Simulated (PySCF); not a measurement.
GeSe, SMILES [Ge]=[Se] (connectivity only; charge and spin as stated), neutral, multiplicity 1.

Geometry optimised at B3LYP-D3(BJ)/def2-TZVP.

Computed with B3LYP-D3(BJ)/def2-TZVP (PySCF 2.14.0).

Frequencies are harmonic and unscaled.

Computed vibrational spectrum:
| mode | ν (cm⁻¹) | IR (km/mol) | moving atoms (share of kinetic energy) |
|---|---|---|---|
| 1 | 405 | 19.5 | Ge 52 %, Se 48 % |
